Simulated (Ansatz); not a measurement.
# Molecular dynamics of H3ISSi

Input:

```yaml
crystal:
  periodic: [false, false, false]
  atoms:
    - { symbol: S, position_ang: [-1.056315, -1.39339, -0.108382] }
    - { symbol: Si, position_ang: [0.422241, 0.100738, 0.265547] }
    - { symbol: I, position_ang: [-0.4943, 2.372473, 0.436861] }
    - { symbol: H, position_ang: [-1.338623, -0.96102, -1.357693] }
    - { symbol: H, position_ang: [1.446814, 0.141277, -0.813803] }
    - { symbol: H, position_ang: [1.020183, -0.260078, 1.57749] }
basis:
  gaussian: { orbitals: def2-SVP }
hamiltonian:
  xc: pbe0
md:
  timestep: 0.5
  n_steps: 300
  ensemble: nvt_nose_hoover
  temperature: 100.0
  initial_velocities: maxwell_boltzmann
  seed: 566042
  nose_hoover: { tau: 3.0, chain_length: 1 }
```

Command:

```bash
$ ansatz run input.yaml --threads 1 --pin off --max-ram 2048MiB --backend cpu --events-out ev --progress --plain --runs-dir out
```

It starts from a relaxed structure.

Output, in part (step lines, the closing report, with atoms numbered from 0):

```
md step     0: t =     0.00 fs  T =   100.0 K  F+E_penalty+E_count = -26851.72928816 eV  E_kin = 0.051704 eV  conserved = -26851.67758416 eV  (25 SCF iters)
md step     1: t =     0.50 fs  T =    97.8 K  F+E_penalty+E_count = -26851.72813741 eV  E_kin = 0.050573 eV  conserved = -26851.67757231 eV  (24 SCF iters)
md step     2: t =     1.00 fs  T =    91.6 K  F+E_penalty+E_count = -26851.72482354 eV  E_kin = 0.047383 eV  conserved = -26851.67752739 eV  (23 SCF iters)
md step     3: t =     1.50 fs  T =    83.1 K  F+E_penalty+E_count = -26851.72006286 eV  E_kin = 0.042979 eV  conserved = -26851.67745869 eV  (23 SCF iters)
md step     4: t =     2.00 fs  T =    74.6 K  F+E_penalty+E_count = -26851.71491515 eV  E_kin = 0.038545 eV  conserved = -26851.67738391 eV  (22 SCF iters)
md step     5: t =     2.50 fs  T =    68.3 K  F+E_penalty+E_count = -26851.71051167 eV  E_kin = 0.035295 eV  conserved = -26851.67732419 eV  (22 SCF iters)
md step     6: t =     3.00 fs  T =    66.1 K  F+E_penalty+E_count = -26851.70775570 eV  E_kin = 0.034201 eV  conserved = -26851.67729693 eV  (22 SCF iters)
md step     7: t =     3.50 fs  T =    69.3 K  F+E_penalty+E_count = -26851.70707958 eV  E_kin = 0.035809 eV  conserved = -26851.67731027 eV  (22 SCF iters)
[... lines left out ...]
md step   297: t =   148.50 fs  T =    74.9 K  F+E_penalty+E_count = -26851.69330487 eV  E_kin = 0.038741 eV  conserved = -26851.67724272 eV  (22 SCF iters)
md step   298: t =   149.00 fs  T =    72.2 K  F+E_penalty+E_count = -26851.69515547 eV  E_kin = 0.037341 eV  conserved = -26851.67726323 eV  (22 SCF iters)
md step   299: t =   149.50 fs  T =    74.6 K  F+E_penalty+E_count = -26851.69911677 eV  E_kin = 0.038594 eV  conserved = -26851.67732186 eV  (23 SCF iters)
md step   300: t =   150.00 fs  T =    80.2 K  F+E_penalty+E_count = -26851.70427881 eV  E_kin = 0.041443 eV  conserved = -26851.67739891 eV  (26 SCF iters)
Total energy: -26851.70430052 eV, -986.7819323054 hartree
Atom 0 at    -1.065680    -1.386571    -0.106815 Å, force     0.404247     0.018991     0.565827 eV/Å
Atom 1 at     0.432122     0.121151     0.266561 Å, force    -0.294945    -0.533944     0.433510 eV/Å
Atom 2 at    -0.494154     2.366289     0.435804 Å, force    -0.085224     0.216531     0.059106 eV/Å
Atom 3 at    -1.347041    -0.986627    -1.342704 Å, force    -0.143099     0.211390    -0.588111 eV/Å
Atom 4 at     1.464108     0.206360    -0.778271 Å, force     0.199892    -0.081006    -0.267546 eV/Å
Atom 5 at     1.015506    -0.306678     1.581977 Å, force    -0.080871     0.168037    -0.202787 eV/Å
Dipole moment:     0.129870    -0.072845    -0.194769 e Å
```

The steps, from the saved trajectory:

```json
{"time (fs)": "0.0", "T (K)": "100", "potential energy less start (eV)": "0.000", "conserved less start (meV/atom)": "0.00"}
{"time (fs)": "5.0", "T (K)": "104", "potential energy less start (eV)": "0.016", "conserved less start (meV/atom)": "0.02"}
{"time (fs)": "10.0", "T (K)": "83", "potential energy less start (eV)": "0.061", "conserved less start (meV/atom)": "0.07"}
{"time (fs)": "15.0", "T (K)": "86", "potential energy less start (eV)": "0.081", "conserved less start (meV/atom)": "0.09"}
{"time (fs)": "20.0", "T (K)": "92", "potential energy less start (eV)": "0.073", "conserved less start (meV/atom)": "0.06"}
{"time (fs)": "25.0", "T (K)": "107", "potential energy less start (eV)": "0.050", "conserved less start (meV/atom)": "0.02"}
{"time (fs)": "30.0", "T (K)": "129", "potential energy less start (eV)": "0.036", "conserved less start (meV/atom)": "0.00"}
{"time (fs)": "35.0", "T (K)": "113", "potential energy less start (eV)": "0.041", "conserved less start (meV/atom)": "0.04"}
{"time (fs)": "40.0", "T (K)": "65", "potential energy less start (eV)": "0.048", "conserved less start (meV/atom)": "0.06"}
{"time (fs)": "45.0", "T (K)": "75", "potential energy less start (eV)": "0.050", "conserved less start (meV/atom)": "0.05"}
{"time (fs)": "50.0", "T (K)": "124", "potential energy less start (eV)": "0.060", "conserved less start (meV/atom)": "0.04"}
{"time (fs)": "55.0", "T (K)": "109", "potential energy less start (eV)": "0.077", "conserved less start (meV/atom)": "0.03"}
{"time (fs)": "60.0", "T (K)": "148", "potential energy less start (eV)": "0.075", "conserved less start (meV/atom)": "0.03"}
{"time (fs)": "65.0", "T (K)": "109", "potential energy less start (eV)": "0.074", "conserved less start (meV/atom)": "0.05"}
{"time (fs)": "70.0", "T (K)": "51", "potential energy less start (eV)": "0.077", "conserved less start (meV/atom)": "0.07"}
{"time (fs)": "75.0", "T (K)": "97", "potential energy less start (eV)": "0.066", "conserved less start (meV/atom)": "0.07"}
{"time (fs)": "80.0", "T (K)": "99", "potential energy less start (eV)": "0.048", "conserved less start (meV/atom)": "0.02"}
{"time (fs)": "85.0", "T (K)": "108", "potential energy less start (eV)": "0.052", "conserved less start (meV/atom)": "0.01"}
{"time (fs)": "90.0", "T (K)": "145", "potential energy less start (eV)": "0.065", "conserved less start (meV/atom)": "0.03"}
{"time (fs)": "95.0", "T (K)": "90", "potential energy less start (eV)": "0.075", "conserved less start (meV/atom)": "0.06"}
{"time (fs)": "100.0", "T (K)": "77", "potential energy less start (eV)": "0.072", "conserved less start (meV/atom)": "0.08"}
{"time (fs)": "105.0", "T (K)": "77", "potential energy less start (eV)": "0.050", "conserved less start (meV/atom)": "0.05"}
{"time (fs)": "110.0", "T (K)": "101", "potential energy less start (eV)": "0.035", "conserved less start (meV/atom)": "0.01"}
{"time (fs)": "115.0", "T (K)": "144", "potential energy less start (eV)": "0.041", "conserved less start (meV/atom)": "0.01"}
{"time (fs)": "120.0", "T (K)": "105", "potential energy less start (eV)": "0.056", "conserved less start (meV/atom)": "0.05"}
{"time (fs)": "125.0", "T (K)": "79", "potential energy less start (eV)": "0.050", "conserved less start (meV/atom)": "0.05"}
{"time (fs)": "130.0", "T (K)": "83", "potential energy less start (eV)": "0.050", "conserved less start (meV/atom)": "0.06"}
{"time (fs)": "135.0", "T (K)": "90", "potential energy less start (eV)": "0.049", "conserved less start (meV/atom)": "0.04"}
{"time (fs)": "140.0", "T (K)": "117", "potential energy less start (eV)": "0.041", "conserved less start (meV/atom)": "0.02"}
{"time (fs)": "145.0", "T (K)": "149", "potential energy less start (eV)": "0.030", "conserved less start (meV/atom)": "0.02"}
{"time (fs)": "150.0", "T (K)": "80", "potential energy less start (eV)": "0.025", "conserved less start (meV/atom)": "0.03"}
```

The run went to its last step. The conserved energy stayed within 0.1 meV per atom of its start (net change 0.031 meV per atom), so the integration is sound. A run of 0.15 ps of so small a system gives no equilibrium averages.

The same pairs are bonded in the first frame and the last. Pairs count as bonded within 1.25 times the sum of covalent radii (0.12 Å more for H–H).

Last frame:

```xyz
6
Properties=species:S:1:pos:R:3
S -1.066 -1.387 -0.107
Si 0.432 0.121 0.267
I -0.494 2.366 0.436
H -1.347 -0.987 -1.343
H 1.464 0.206 -0.778
H 1.016 -0.307 1.582
```

The run took 15 min on 1 thread of Arm Neoverse V2 (shared host), peak memory 0.16 GiB.
